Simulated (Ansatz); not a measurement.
The cluster Li₄Al₂, 6 atoms. Hardware: 4 threads of Intel Xeon 6975P-C on a shared host.

Correlated methods freeze 10 core orbitals; core or outer-core shells of Li are correlated, in sets that lack core-valence functions.

(1) How many basis functions does each of these Ansatz runs have, and roughly what does it cost? PBE-D4/def2-TZVPD, charge -1 doublet, energy, from earlier orbitals; PBE0-D4/def2-TZVPD, charge 0 singlet, energy, from earlier orbitals; MP2/def2-TZVP, charge 0 singlet, energy, from earlier orbitals; revPBE-D4/def2-TZVP, charge 0 singlet, energy and forces, from earlier orbitals; HF/6-31G, charge 0 singlet, energy; PBE-D4/def2-TZVPD, charge 0 singlet, energy, from earlier orbitals; PBE-D4/def2-TZVP, charge 1 doublet at the geometry of the charge 0 singlet, energy, from earlier orbitals; B3LYP-D4/def2-TZVP, charge 0 singlet, energy, from earlier orbitals; r2SCAN-D4/def2-TZVP, charge 1 doublet at the geometry of the charge 0 singlet, energy, from earlier orbitals; PBE-D4/def2-SVP, charge 0 singlet, energy, from earlier orbitals; PBE0-D4/def2-SVP, charge 1 doublet at the geometry of the charge 0 singlet, energy with a search over starts; r2SCANh-D4/def2-TZVP, charge 0 singlet, energy, from earlier orbitals.

## Answers

(1) Other jobs shared the machine, so times can vary by a factor of up to 3. A dash marks memory too small to be measured apart from the calling script's.

```tsv
run	functions	fitting or Cholesky vectors	wall time	peak host memory (GiB)
HF/6-31G, charge 0 singlet, energy	62	780	0.25 s	–
PBE-D4/def2-SVP, charge 0 singlet, energy, from earlier orbitals	72	930	0.45 s	–
MP2/def2-TZVP, charge 0 singlet, energy, from earlier orbitals	130	1066	0.55 s	–
B3LYP-D4/def2-TZVP, charge 0 singlet, energy, from earlier orbitals	130	1034	0.75 s	–
revPBE-D4/def2-TZVP, charge 0 singlet, energy and forces, from earlier orbitals	130	1034	0.8 s	–
PBE-D4/def2-TZVPD, charge 0 singlet, energy, from earlier orbitals	154	1188	0.85 s	–
PBE-D4/def2-TZVP, charge 1 doublet at the geometry of the charge 0 singlet, energy, from earlier orbitals	130	1034	1.1 s	–
PBE0-D4/def2-TZVPD, charge 0 singlet, energy, from earlier orbitals	154	1248	1.1 s	–
r2SCANh-D4/def2-TZVP, charge 0 singlet, energy, from earlier orbitals	130	1034	1.3 s	–
PBE-D4/def2-TZVPD, charge -1 doublet, energy, from earlier orbitals	154	1188	1.8 s	–
PBE0-D4/def2-SVP, charge 1 doublet at the geometry of the charge 0 singlet, energy with a search over starts	72	832	2 s	–
r2SCAN-D4/def2-TZVP, charge 1 doublet at the geometry of the charge 0 singlet, energy, from earlier orbitals	130	1034	2.6 s	–
```
